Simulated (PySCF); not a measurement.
1,1-difluoroethane cation (C2H4F2), SMILES CC(F)F (connectivity only; charge and spin as stated), charge +1, multiplicity 2.

Geometry: PBE0-D3(BJ)/def2-SVP. The spin state was assumed, not searched.

The numbers are results of CAM-B3LYP/def2-TZVPD run with PySCF, not measurements.

| Property | Value |
|---|---|
| total energy | -277.91431 hartree |
| point group | Cs |
| α spin, highest occupied and lowest empty level | -18.01 and -4.22 eV |
| β spin, highest occupied and lowest empty level | -20.20 and -11.73 eV |
| dipole moment about the centre of nuclear charge | 3.68 D |
| mean static polarisability | 28.2 bohr³ (4.17 Å³) |
| polarisability, principal values | 24.2, 27.1, 33.2 bohr³ |
| ⟨S²⟩ | 0.754 (pure state 0.75) |
